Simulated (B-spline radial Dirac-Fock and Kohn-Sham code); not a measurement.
# Atomic SCF run for Mo

ΔSCF core binding energies without Breit or QED terms, calculated with a radial atomic solver. Keys: rel is the Hamiltonian (dirac, or spin-free x2c and nr, where L3 and M5 stand for the whole 2p and 3d shells), method is hf or an exchange,correlation pair (spin-unpolarised, also for the hole states), nuc the nuclear model, radius_factor scales its radius, rmax is the box in bohr, h the logarithmic mesh step, order the B-spline order, points the quadrature points per cell, c_factor scales the speed of light, and damp, ndamp, maxit and tol steer the iteration. The run stops when the commutator error falls below 10·tol·max(1, Z/10), or the numerical noise floor, and the energy has settled to about 1e-8 Ha; the virial ratio is −V/T.

Input (task.json):

```json
{"items": [{"Z": 42, "q": 0, "cfg": [[1, 0, 2], [2, 0, 2], [2, 1, 6], [3, 0, 2], [3, 1, 6], [3, 2, 10], [4, 0, 2], [4, 1, 6], [4, 2, 5], [5, 0, 1]], "A": 98, "rrms": 4.4091, "do": "settings", "holes": ["K", "L3", "M5"],
  "settings": [{"rel": "dirac", "method": "hf", "nuc": "fermi", "radius_factor": 1.0, "rmax": 45.0, "h": 0.3, "order": 8, "points": 10, "c_factor": 1.0, "maxit": 2, "damp": 0.5, "ndamp": 3, "tol": 1e-08}]}]}
```

Command: `python xray2_run.py task.json out`

Ground-state iterations:

```
iter   energy (Ha)        error
   1    -4041.85148786  1.50e+00
   2    -4044.92111942  2.55e-01
```

The ground state had not converged after 2 iterations, with total energy -4044.92112 Ha, virial ratio 1.95040 and highest orbital energy 15.82 eV. ΔSCF binding energies: K (1s) 20103.2 eV, L3 (2p3/2) 2564.0 eV, M5 (3d5/2) 245.7 eV (not all states converged, so these are not final).

**Question.** One setting is unsound. Which, and why?

**Answer.** maxit ends the run before self-consistency. With the default settings (Dirac Hartree-Fock): The ground state converged in 11 iterations, with total energy -4047.14178 Ha, virial ratio 1.96418 and highest orbital energy -5.77 eV. ΔSCF binding energies: K (1s) 20061.3 eV, L3 (2p3/2) 2532.6 eV, M5 (3d5/2) 234.7 eV.
